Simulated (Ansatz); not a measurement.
Consider the formal hydrolysis of a Ge–Cl bond: `[CH3][Ge]([NH2])([F])[Cl]` + H₂O → `[CH3][Ge]([NH2])([OH])[F]` + HCl.

Gas-phase electronic energies from Ansatz, PBE0-D4/def2-TZVP geometries. CBS: MP2 limit from def2 TZ/QZ plus the TZ coupled-cluster correction, frozen cores. This one scheme is used for every species. Functionals use def2-TZVPP. For Ge outer-core shells are correlated without core-valence functions, which leaves a few kJ/mol of doubt a bond. Scalar relativity is left out up to krypton. Each species was taken in one conformer, which may not be the lowest.

`[CH3][Ge]([NH2])([F])[Cl]`:

Cartesian coordinates in Å:
```
C -0.620 -1.263 -0.595
Ge 0.487 0.044 0.279
N -0.317 1.641 0.568
F 0.921 -0.496 1.865
Cl 2.376 0.201 -0.754
H -0.875 -0.920 -1.599
H -1.532 -1.406 -0.016
H -0.076 -2.204 -0.668
H 0.199 2.250 1.188
H -0.562 2.153 -0.269
```

H₂O:

Z-matrix (Å, degrees):
```
O
H 1 0.960
H 1 0.960 2 105.1
```

`[CH3][Ge]([NH2])([OH])[F]`:

Z-matrix (Å, degrees):
```
C
Ge 1 1.927
H 1 1.090 2 109.4
H 1 1.091 2 109.9 3 -119.4
H 1 1.090 2 110.2 3 119.9
N 2 1.802 1 113.9 3 171.3
O 2 1.769 1 115.4 3 -62.3
F 2 1.746 1 106.9 3 50.8
H 6 1.008 2 116.7 1 148.4
H 6 1.007 2 117.6 1 12.3
H 7 0.961 2 111.6 1 96.3
```

HCl:

Z-matrix (Å, degrees):
```
Cl
H 1 1.279
```

| level | ΔE (kJ/mol) | difference from CCSD(T)/CBS |
| --- | --- | --- |
| r2SCAN-D4 | 40.9 | 2.8 |
| PBE0-D4 | 44.4 | 6.3 |
| ωB97X-V | 36.9 | -1.2 |
| PBE | 42.4 | 4.3 |
| PBE0 | 42.8 | 4.7 |
| HF/def2-TZVPP | 36.3 | -1.8 |
| MP2/def2-TZVPP | 38.2 | 0.1 |
| SCS-MP2/def2-TZVPP | 35.2 | -2.9 |
| MP2/def2-QZVPP | 40.0 | 1.9 |
| CCSD/CBS(def2) | 37.2 | -0.9 |
| CCSD(T)/CBS | 38.1 | 0 |

Largest T1 diagnostic among the species: 0.011.
